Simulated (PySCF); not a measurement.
PySCF input for C4H8Cl, SMILES CC(C)([CH2])Cl, multiplicity 2, PBE/pcH-1. Geometry: B3LYP-D3(BJ)/def2-SVP. The isomer is the one that the SMILES or the coordinates give; other isomers of the formula were not compared.

```python
import numpy as np
from pyscf import gto, scf, dft
from pyscf.prop.hfc import uks as hfc

mol = gto.M(
    atom='''
    C     0.69377057    1.51902691    0.00000000
    C     0.43805194    0.07281820   -0.00000000
    C     0.90195901   -0.62927507    1.26968436
    C     0.90195901   -0.62927507   -1.26968435
    Cl   -1.47770879   -0.07806634   -0.00000000
    H     0.67674886    2.07717387    0.93904478
    H     0.67674885    2.07717387   -0.93904478
    H     0.49320655   -0.13618678    2.16306823
    H     0.58035469   -1.68035688    1.27387531
    H     2.00299305   -0.59695122    1.32400893
    H     0.58035470   -1.68035688   -1.27387531
    H     0.49320655   -0.13618678   -2.16306822
    H     2.00299305   -0.59695122   -1.32400893
    ''',
    basis='pcH-1',
    charge=0,
    spin=1,
    max_memory=1600,
    verbose=3,
)
mf = dft.UKS(mol, xc='pbe').density_fit(auxbasis='def2-universal-jkfit')
mf.grids.level = 3
mf.conv_tol = 1e-10
mf.max_cycle = 100
mf.kernel()
fine, coarse = mf.grids, dft.Grids(mol).set(level=1).build(with_non0tab=True)
for _ in range(3):  # follow internal instabilities
    mf.grids = coarse
    mo, _, stable, _ = mf.stability(return_status=True, nroots=4)
    mf.grids = fine
    if stable:
        break
    mf.kernel(mf.make_rdm1(mo, mf.mo_occ))
A = hfc.HFC(mf).make_fcdip(mf.make_rdm1())  # Fermi contact and dipolar terms, MHz
print('atom   A(iso)/MHz   principal dipolar parts/MHz')
for i, a in enumerate(A):
    w = np.linalg.eigvalsh((a + a.T) / 2)
    print(f'{mol.atom_symbol(i):2s}{i + 1:3d} {w.mean():12.2f}', (w - w.mean()).round(2))
```

Output:

```

WARN: HOMO -0.216315355487382 >= LUMO -0.216315355487367

converged SCF energy = -616.981229690852  <S^2> = 0.75399996  2S+1 = 2.003996
<class 'pyscf.df.df_jk.DFUKS'> wavefunction is stable in the internal stability analysis
atom   A(iso)/MHz   principal dipolar parts/MHz
C   1        77.92 [-75.5  -75.14 150.64]
C   2        -1.82 [-2.35 -0.79  3.14]
C   3         6.94 [-1.59 -0.99  2.58]
C   4         6.94 [-1.59 -0.99  2.58]
Cl  5        40.38 [-33.59 -31.32  64.92]
H   6       -53.63 [-34.17  -1.71  35.89]
H   7       -53.63 [-34.17  -1.71  35.89]
H   8        -1.34 [-3.04 -2.29  5.33]
H   9         5.26 [-1.78 -1.28  3.06]
H  10         2.18 [-3.69 -2.29  5.98]
H  11         5.26 [-1.78 -1.28  3.06]
H  12        -1.34 [-3.04 -2.29  5.33]
H  13         2.18 [-3.69 -2.29  5.98]
```

The run converged.

Cost: around 6 core-minutes (rough).
